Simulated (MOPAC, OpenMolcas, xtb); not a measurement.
AlClOF (SMILES [O][Al]([F])[Cl]): the dipole moment, rung by rung

AlClOF: 4 atoms, total charge 0, spin state doublet. As SMILES, `[O][Al]([F])[Cl]`. The shape is that of a PBE0-D4/def2-TZVP optimisation.

Each level gives the dipole moment (D). The values are calculated.

| level | kind | program | value (D) | CPU time |
| --- | --- | --- | --- | --- |
| MNDO | semi-empirical | MOPAC | 0.47 | under 2 s |
| PM7 | semi-empirical | MOPAC | 0.49 | under 2 s |
| GFN0-xTB | semi-empirical | xtb | 2.81 | under 2 s |
| GFN1-xTB | semi-empirical | xtb | 4.18 | under 2 s |
| UHF/STO-3G | Hartree–Fock | OpenMolcas | 1.84 | 2.5 s |
| UHF/3-21G | Hartree–Fock | OpenMolcas | 0.52 | 3.1 s |
| UHF/def2-SVP | Hartree–Fock | OpenMolcas | 0.52 | 5.2 s |
| UHF/def2-TZVP (RICD fitting) | Hartree–Fock | OpenMolcas | 0.56 | 16 s |
| UTPSS/6-31G** (spherical functions) | meta-GGA | OpenMolcas | 0.44 | 33 s |
| UB3LYP/6-31G* (spherical functions) | global hybrid | OpenMolcas | 0.37 | 22 s |

The values span 0.37 to 4.18 D. Magnitudes only: a small dipole may point the other way at some levels. Sets without polarisation functions give poor dipoles. Without the sets that lack polarisation functions the rows with a basis span only 0.37 to 0.56 D. Times are those of the runs behind each value, whatever else they computed, on shared processors of several kinds: orders of magnitude only.
